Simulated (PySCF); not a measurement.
# Spinor energies of I(41+) (iodine, charge +41)

Start: [Ne] 3s2. Calculated with PySCF 2.14 in an even-tempered Gaussian basis (18 s from 8.9 bohr⁻², ratio 2.4; 14 p from 12 bohr⁻², ratio 2.4; 4 d from 38 bohr⁻², ratio 2.6; 4 f from 58 bohr⁻², ratio 2.6): generalised Hartree-Fock with the X2C-1e Hamiltonian and a Gaussian nucleus; one run each with spin-orbit coupling (SO) switched off, then screened by Boettger's factors.

```tsv
spinor shell	electrons	ε, spin-free (eV)	ε, screened SO (eV)	weight of nominal j (screened SO)	rms radius, screened SO (bohr)
1s1/2	2	-35988.9	-35986.4	1.000	0.0311
2s1/2	2	-7743.1	-7742.5	1.000	0.124
2p1/2	2	-7219.0	-7434.5	1.000	0.107
2p3/2	4	-7219.0	-7122.5	1.000	0.112
3s1/2	2	-3098.0	-3097.9	1.000	0.298
```

| quantity | spin-free | screened SO |
| --- | --- | --- |
| E (hartree) | -5574.06014 | -5575.82856 |
| M_J | 0 | 0 |
| ⟨J²⟩ | 0.000 | 0.000 |
| ⟨L²⟩ | 0.000 | 0.008 |
| ⟨S²⟩ | 0.000 | 0.008 |

Breit and QED terms are absent; they matter most for the inner s and p1/2 levels.

Densities and radii are taken from the X2C orbitals without a picture-change correction, which distorts them close to the nucleus.

Without spin-orbit coupling the j labels of p, d and f shells carry no meaning; the spin-free column gives the mean over the occupied spinors of each nl shell.
